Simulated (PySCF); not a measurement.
Ge(Br)(OH), SMILES [OH][Ge][Br] (CAM-B3LYP/def2-SVP optimised geometry):

```
4

Ge    -0.599    -1.016     0.000
Br     1.748    -1.016     0.000
O     -0.819     0.746     0.000
H     -1.748     1.016     0.000
```

Computed with CAM-B3LYP/def2-TZVP (PySCF).

Problem. What are the frontier orbital energies and the dipole moment?

Solution. HOMO-2 -9.71 eV, HOMO-1 -9.67 eV, HOMO -8.82 eV, LUMO -1.38 eV, LUMO+1 0.65 eV; dipole moment 3.41 D.

On the same geometry PySCF with PBE/def2-TZVP gives HOMO-2 -7.18 eV, HOMO-1 -7.09 eV, HOMO -6.42 eV, LUMO -3.12 eV, LUMO+1 -1.05 eV; dipole moment 3.09 D.

Meta-Löwdin charges at CAM-B3LYP/def2-TZVP: Ge1 0.63, Br2 -0.28, O3 -0.69, H4 0.34.
